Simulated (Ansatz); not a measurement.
Geometry optimisation, DFT PBEsol, scalar-relativistic, plane waves, PAW in Ansatz.

The input (input.yaml):

```yaml
crystal:
  lattice:
    - [0.0, 5.43, 5.43]
    - [5.43, 0.0, 5.43]
    - [5.43, 5.43, 0.0]
  atoms:
    - { symbol: Si, position: [0.0, 0.0, 0.0] }
    - { symbol: Si, position: [0.125, 0.125, 0.125] }
    - { symbol: Si, position: [0.0, 0.0, 0.5] }
    - { symbol: Si, position: [0.125, 0.125, 0.625] }
    - { symbol: Si, position: [0.0, 0.5, 0.0] }
    - { symbol: Si, position: [0.125, 0.625, 0.125] }
    - { symbol: Si, position: [0.0, 0.5, 0.5] }
    - { symbol: Si, position: [0.125, 0.625, 0.625] }
    - { symbol: Si, position: [0.5, 0.0, 0.0] }
    - { symbol: Si, position: [0.625, 0.125, 0.125] }
    - { symbol: Si, position: [0.5, 0.0, 0.5] }
    - { symbol: Si, position: [0.625, 0.125, 0.625] }
    - { symbol: Si, position: [0.5, 0.5, 0.0] }
    - { symbol: Si, position: [0.625, 0.625, 0.125] }
    - { symbol: Si, position: [0.5, 0.5, 0.5] }
    - { symbol: Si, position: [0.625, 0.625, 0.625] }
    - { symbol: "N", position: [0.7445308, 0.2472349, 0.7539189], spin: 1.0 }
magnetization:
  spin_polarized: true
basis:
  ecutwfc: 420.0
kpoints:
  mp_grid: { grid: [2, 2, 2] }
hamiltonian:
  xc: pbesol
  pseudopotentials: { kind: paw, azcp: { folder: soft_1 } }
scf:
  occupations: { method: fermi_dirac, width: 0.05 }
  lower_state_search: "off"
relax:
  f_tol: 0.03
  max_steps: 60
  adjacent_minimum: "off"
```

Command:

```bash
$ ansatz run input.yaml --threads 2 --pin off --max-ram 5120MiB --backend cpu --events-out ev --progress --plain --runs-dir out
```

Problem. Where does it end, and by what steps?

Solution. It converged. The force dipped under the threshold on the way, but the program's further checks kept it going. Limits of this set-up: coarse k mesh, PAW files made for another functional, a small cell, in which the defect meets its images. After 10 steps the energy has fallen by 1.652 eV; N17 moved furthest, 0.91 Å. Joined: Si16–N17 (2.37 → 1.86 Å).

| step | energy less start (eV) | largest force component (eV/Å) | accepted |
| --- | --- | --- | --- |
| 0 | 0.0000 | 0.592 | yes |
| 1 | -0.1514 | 0.438 | yes |
| 2 | -0.4186 | 0.578 | yes |
| 3 | -0.6525 | 0.718 | yes |
| 4 | -1.0670 | 1.000 | yes |
| 5 | -1.3931 | 0.620 | yes |
| 6 | -1.5531 | 0.529 | yes |
| 7 | -1.6149 | 0.293 | yes |
| 8 | -1.6232 | 0.354 | yes |
| 9 | -1.6519 | 0.024 | yes |
| 10 | -1.6519 | 0.024 | yes |

```xyz
17
Lattice="0.0000 5.4300 5.4300 5.4300 0.0000 5.4300 5.4300 5.4300 0.0000" Properties=species:S:1:pos:R:3
Si -0.020 -0.045 0.019
Si 1.318 1.397 1.288
Si 2.760 2.734 0.019
Si 3.988 4.157 1.446
Si 2.533 0.181 2.899
Si 4.141 1.398 4.113
Si 5.413 2.732 2.669
Si 6.747 4.003 4.113
Si -0.095 2.810 2.489
Si 1.204 3.775 4.218
Si 2.613 5.532 2.820
Si 4.370 6.940 4.217
Si 2.931 2.811 5.518
Si 3.885 4.260 6.966
Si 5.335 5.214 5.518
Si 6.639 6.936 6.487
N 5.973 7.602 4.887
```

Time of the run: 86 s on 2 threads of Arm Neoverse V2, with other jobs on the host, peak memory 0.69 GiB.
